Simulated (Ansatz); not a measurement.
A set of 12 reactions (ligand exchange), with CCSD(T)/CBS values in kJ/mol:

```
                                                                                reaction      ΔE
`[CH3][Al]([Cl])[SiH](O)F` + `N[Si](O)(F)F` → `O[SiH](F)N[Si](O)(F)F` + `[CH3][AlH][Cl]`  -100.7
                                  `O[SiH2][SiH2][GeH3]` + HCl → `O[SiH2][SiH2]Cl` + GeH₄   -67.2
                                                         `BC#C` + CH₃NH₂ → `BNC` + `C#C`  -104.0
                             `[OH][GeH2][NH][SiH3]` + H₂S → `[OH][GeH2][SH]` + `N[SiH3]`   -23.2
                             `[SiH3]C#CS` + `OC([SiH3])S` → `[SiH3]OC([SiH3])S` + `C#CS`   -59.8
                                           `N[SiH2][AlH2]` + NH₃ → `N[SiH2]N` + `[AlH3]`   -67.4
                   `C=C(O)B([SiH3])Cl` + `O[SiH](O)S` → `O[SiH](O)S[SiH3]` + `C=C(O)BCl`   -83.9
                                     `C#C[SiH2][SiH2]C` + H₂S → `C[SiH2][SiH2]S` + `C#C`   -19.9
                                    `S/C=[N]/[GeH2][Cl]` + HI → `[Cl][GeH2][I]` + `N=CS`   -68.6
                       `[AlH2][CH2][SiH3]` + `[SiH3]P` → `[SiH3]P[SiH3]` + `[CH3][AlH2]`   -17.6
                                             `N[BH][SnH3]` + H₂Se → `NB[SeH]` + `[SnH4]`   -61.5
                 `CC1=[C]([AlH2])C1` + `OC[SiH](F)F` → `F[SiH](F)C[O][AlH2]` + `CC1=CC1`   -96.8
```

Gas-phase electronic energies from Ansatz, PBE0-D4/def2-TZVP geometries. CBS: MP2 limit from def2 TZ/QZ plus the TZ coupled-cluster correction, frozen cores. This one scheme is used for every species. Functionals use def2-TZVPP. B3LYP here is the variant with VWN-RPA as its local correlation; programs differ in this. def2 core potentials past Kr. For Ge, I, Se, Sn outer-core shells are correlated without core-valence functions, which leaves a few kJ/mol of doubt a bond. Scalar relativity is left out up to krypton. One conformer a species, not always the lowest.

Give the mean, mean absolute and largest difference (level minus CCSD(T)/CBS, kJ/mol) for: PBE-D4, PBE0-D4, B3LYP-D4, ωB97X-V, ωB97M-V, B2PLYP, PBE0, MP2/def2-TZVPP, SCS-MP2/def2-TZVPP, CCSD(T)/def2-TZVPP, HF/def2-QZVPP, HF/CBS(def2), MP2/CBS(def2), CCSD/CBS(def2). (Estimate.)

Computed: 
| level | mean | mean absolute | largest |
| --- | --- | --- | --- |
| PBE-D4 | 4.7 | 8.8 | 22.8 |
| PBE0-D4 | 2.1 | 6.5 | 13.3 |
| B3LYP-D4 | -0.4 | 2.3 | -5.2 |
| ωB97X-V | -0.6 | 1.6 | -4.6 |
| ωB97M-V | -2.6 | 3.0 | -6.9 |
| B2PLYP | -0.8 | 3.1 | -5.2 |
| PBE0 | 2.4 | 7.2 | 16.0 |
| MP2/def2-TZVPP | -2.1 | 3.7 | -8.3 |
| SCS-MP2/def2-TZVPP | -1.5 | 4.6 | -9.4 |
| CCSD(T)/def2-TZVPP | 1.5 | 2.5 | 8.1 |
| HF/def2-QZVPP | -5.9 | 10.1 | -21.2 |
| HF/CBS(def2) | -6.0 | 10.2 | -21.4 |
| MP2/CBS(def2) | -3.6 | 3.6 | -9.5 |
| CCSD/CBS(def2) | -0.7 | 1.2 | -2.2 |

The largest T1 diagnostic in the set is 0.014, for `BC#C` (customary mark 0.02).

CCSD(T)/CBS is a level of theory with its own doubt, and the functionals carry their triple-zeta basis error, so these figures describe this set and don't rank the functionals.
